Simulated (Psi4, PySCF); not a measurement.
C$_{4}$H$_{12}$FNSi (SMILES CCN(CC)[SiH2]F), singlet, at a GFN2-xTB geometry, atoms displaced at random by about 0.03 Å a coordinate. Base run: PySCF with B3LYP/STO-3G, gradient.

PySCF was given this input:
```python
from pyscf import gto, scf, dft

mol = gto.Mole()
mol.atom = '''
    Si   -0.23252551    1.38332842    0.43722294
    F     1.10041934    2.19439702    0.04034341
    N    -0.17706816   -0.04972318   -0.54482026
    C     1.08206403   -0.71436814   -0.78383056
    C     1.68754363   -1.31998514    0.50035892
    C    -1.43601439   -0.78440044   -0.76021869
    C    -1.73719839   -1.84744645    0.37036021
    H    -0.24393078    1.26510960    1.81439192
    H    -1.32710941    2.21905968   -0.13411453
    H     0.87744759   -1.54643698   -1.49075902
    H     1.74588059   -0.03656572   -1.12065221
    H     1.93454106   -0.45609101    1.22939475
    H     2.63346543   -1.84755748    0.28859207
    H     1.09718677   -1.99586857    1.03886419
    H    -2.21321443   -0.16183892   -0.82509908
    H    -1.31047477   -1.39833701   -1.66521274
    H    -1.80025600   -1.33228003    1.29784932
    H    -2.69692740   -2.31889149    0.14181942
    H    -1.02170419   -2.68520221    0.37183018
'''
mol.basis = 'sto-3g'
mol.verbose = 4
mol.build()

mf = dft.RKS(mol)
mf.xc = 'b3lyp'
mf.kernel()
g = mf.nuc_grad_method()
grad = g.kernel()
```

Programs used: Psi4, PySCF; a row that names a program was run with it.

The coordinate followed is y of atom 5.

Variants of this job, named by their change:

```csv
change,dE/dx (Eh/bohr),net force (Eh/bohr)
base,-0.047751,0.000079
density fitting = on,-0.047746,0.000079
code = psi4,-0.047729,0.000107
finite difference step (bohr) = 1e-4; conv_tol = 1e-11,-0.047722,-
grids.level = 5; grid_response = off,-0.047751,0.000020
finite difference step (bohr) = 0.2; conv_tol = 1e-11,-0.046204,-
grids.level = 1; grid_response = off,-0.047766,0.000879
grids.level = 0; grid_response = off,-0.048542,0.005857
finite difference step (bohr) = 0.05; conv_tol = 1e-11,-0.047628,-
density fitting = on; auxbasis_response = off,-0.048096,0.002966
grids.level = 5; grid_response = on,-0.047751,0.000000
conv_tol = 1e-4,-0.047828,0.000079
```

The net force is zero for an exact gradient.
